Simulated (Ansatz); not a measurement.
A nudged elastic band was laid between two geometries of a periodic cell of 13 atoms, Y12C (surface Y(0001), adsorbate C).

Theory: DFT PBE, scalar-relativistic, plane waves, PAW in Ansatz. Settings: cutoff 420 eV, k mesh 3x3x1, fermi-dirac smearing 0.05 eV, no spin polarisation.

- movable images: 5
- climbing image: yes
- spring: 5.0 eV/Å²
- optimiser: quadratic models (default)
- start path: IDPP
- force threshold: 0.03 eV/Å
- iteration limit: 80
- end points: relaxed
- atoms held: 1 to 4

Initial state:

```xyz
13
Lattice="7.3000 0.0000 0.0000 3.6500 6.3220 0.0000 0.0000 0.0000 17.7341" Properties=species:S:1:pos:R:3
Y 0.000 0.000 1.000
Y 3.650 0.000 1.000
Y 1.825 3.161 1.000
Y 5.475 3.161 1.000
Y -0.002 2.110 3.825
Y 3.648 2.160 3.855
Y 1.866 5.246 3.854
Y 5.430 5.246 3.855
Y -0.003 -0.151 6.612
Y 3.647 0.004 6.658
Y 1.957 3.244 6.613
Y 5.336 3.244 6.614
C 3.647 4.218 5.319
```

Final state:

```xyz
13
Lattice="7.3000 0.0000 0.0000 3.6500 6.3220 0.0000 0.0000 0.0000 17.7341" Properties=species:S:1:pos:R:3
Y 0.000 0.000 1.000
Y 3.650 0.000 1.000
Y 1.825 3.161 1.000
Y 5.475 3.161 1.000
Y 0.025 2.093 3.739
Y 3.625 2.093 3.739
Y 1.825 5.268 3.856
Y 5.475 5.297 3.739
Y 0.033 0.019 6.770
Y 3.617 0.019 6.770
Y 1.825 3.123 6.770
Y 5.475 3.161 6.446
C 1.825 5.268 6.188
```

Which bonds break or form, and what moves?

Contacts lost: Y6–C13, Y8–C13, Y12–C13. Contacts made: Y10–C13. The atom that moves furthest is C13, by 2.28 Å; four of its nearest neighbours are Y12 2.34, Y11 2.34, Y9 2.34, Y7 2.52 Å at the first end and Y9 2.22, Y10 2.22, Y11 2.22, Y7 2.33 Å at the last.

Give the energies along the band, and the barrier.

The forces met the threshold. The highest image is number 4 of 0 to 6, 0.98 eV above the first end and 0.01 eV above the last; the last end lies 0.98 eV above the first. A structure lower than the last end lies on the path between it and the top, so the climb from that side starts below the end, which may itself be a saddle point or a shallow side well. The top lies less than 8 meV above the higher end, about what the thresholds resolve: that end is a shoulder or a very shallow well. By the program's own check the climbing image is a first-order saddle point (lowest curvatures found: -0.22 and 0.11 eV/Å²). Limits of this set-up: coarse k mesh, thin slab, slab without dipole correction.

```json
{"image": "0", "path coordinate (Å)": "0.00", "energy (eV)": "0.00", "Y6–C13 (Å)": "2.53", "Y8–C13 (Å)": "2.53", "Y12–C13 (Å)": "2.34"}
{"image": "1", "path coordinate (Å)": "0.44", "energy (eV)": "0.13", "Y6–C13 (Å)": "2.68", "Y8–C13 (Å)": "2.70", "Y12–C13 (Å)": "2.44"}
{"image": "2", "path coordinate (Å)": "0.88", "energy (eV)": "0.45", "Y6–C13 (Å)": "2.95", "Y8–C13 (Å)": "2.97", "Y12–C13 (Å)": "2.68"}
{"image": "3", "path coordinate (Å)": "1.31", "energy (eV)": "0.85", "Y6–C13 (Å)": "3.27", "Y8–C13 (Å)": "3.29", "Y12–C13 (Å)": "3.09"}
{"image": "4", "path coordinate (Å)": "1.75", "energy (eV)": "0.98", "Y6–C13 (Å)": "3.63", "Y8–C13 (Å)": "3.65", "Y12–C13 (Å)": "3.53"}
{"image": "5", "path coordinate (Å)": "2.34", "energy (eV)": "0.96", "Y6–C13 (Å)": "4.08", "Y8–C13 (Å)": "4.12", "Y12–C13 (Å)": "3.95"}
{"image": "6", "path coordinate (Å)": "2.93", "energy (eV)": "0.98", "Y6–C13 (Å)": "4.40", "Y8–C13 (Å)": "4.40", "Y12–C13 (Å)": "4.22"}
```

What is the geometry of the highest image?


```xyz
13
Lattice="7.3000 0.0000 0.0000 3.6500 6.3220 0.0000 0.0000 0.0000 17.7341" Properties=species:S:1:pos:R:3:forces:R:3
Y 0.000 0.000 1.000 0.17 0.10 -0.12
Y 3.650 0.000 1.000 -0.09 0.05 -0.04
Y 1.825 3.161 1.000 0.00 -0.20 -0.12
Y 5.475 3.161 1.000 -0.07 0.04 0.27
Y -0.039 2.130 3.850 0.00 0.00 0.00
Y 3.595 2.108 3.797 0.00 0.00 0.00
Y 1.888 5.231 3.712 -0.01 0.01 0.00
Y 5.446 5.312 3.791 -0.01 0.00 0.01
Y 0.224 -0.038 6.907 -0.01 -0.01 -0.01
Y 4.010 -0.220 6.418 0.01 0.00 -0.01
Y 1.964 2.969 6.922 0.00 0.00 0.00
Y 5.516 3.127 6.549 0.01 0.00 0.00
C 2.506 4.857 5.903 0.00 0.01 0.01
```

Run time: 5.7 min on 4 threads of Intel(R) Xeon(R) 6975P-C (Granite Rapids), on a shared host, peak memory 3.7 GiB.
